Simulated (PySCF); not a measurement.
Computed IR spectrum (relative IR intensity) of a molecule C₂H₁₀O₂Si₂. The structure is a stationary point at PBE-D3(BJ)/def2-SVP. The values are those of a single conformer. Computed with PBE-D3(BJ)/def2-SVP (PySCF). Frequencies are harmonic and unscaled.

Lines under 2 % of the strongest are left out, and lines within 2 cm⁻¹ are merged.

```
ν (cm⁻¹)  relative intensity
--------  ------------------
77                       2.3
119                      5.1
148                      8.5
157                      2.1
176                      6.8
243                       14
322                       17
415                      6.4
482                      5.1
485                      4.8
644                       23
718                      7.1
731                       40
765                       32
814                      100
847                       30
897                      5.0
904                       14
913                       23
1117                      58
1171                      36
1212                      12
1423                     2.4
1429                     4.1
2137                      21
2152                      30
2166                      28
2908                      26
2973                      15
3032                      11
3743                      20
```

Task: Pick the molecule that these values belong to.
A. C[Si@@H](CO)O[SiH3]
B. OC[C@H](O)[SiH2][SiH3]
C. CO[Si@@](C)(O)[SiH3]
D. OCC[Si@@H](O)[SiH3]

Result: C, CO[Si@@](C)(O)[SiH3]
